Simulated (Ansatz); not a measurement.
H2OSi, charge +1, doublet, at a GFN2-xTB geometry (a state made from the parent by changing its charge; the spin is typed, not shown lowest); WB97X-V/cc-pVTZ in Ansatz (a first-principles code).

Input for Ansatz:
Ansatz 0.2 input:
```yaml
crystal:
  periodic: [false, false, false]
  atoms:
    - {symbol: Si, position_ang: [0.06205352, -0.40630650, 0.00136860]}
    - {symbol: O, position_ang: [-0.16299598, 1.06724530, -0.00359490]}
    - {symbol: H, position_ang: [-0.86030940, -1.58947155, 0.00190326]}
    - {symbol: H, position_ang: [1.29552799, -1.26019987, 0.00769553]}
basis:
  gaussian:
    orbitals: cc-pVTZ
hamiltonian:
  xc: {name: wB97X-V}
total_charge: 1
magnetization: {spin_polarized: true, initial_magnetization: 1}
```

It wrote (shortened):

```
Functional definition: wB97X-V
571 factors; their error is unknown
121 factors; integrals over basis functions are off by at most 2.4e-5 eV
mean field evaluation 1: about -9923.3949 eV, gradient 7.4e1 eV
mean field evaluation 2: about -9806.2976 eV, gradient 1.5e2 eV
mean field evaluation 4: about -9943.6384 eV, gradient 5.4e0 eV
mean field evaluation 8: about -9944.3873 eV, gradient 4.0e-1 eV
mean field evaluation 16: about -9944.4033 eV, gradient 1.4e-3 eV
mean field -9944.40327817 eV, -365.4500799142 hartree, gradient 7.6e-6 eV, S^2 0.761738; 1 other end points of the search recorded, 0 dependent functions left out
reference -9944.40327680 eV, -365.4500798637 hartree; 12, 11 occupied and 80, 81 virtual orbitals, 571 factors
Total energy: -9944.40327680 eV, -365.4500798637 hartree
```
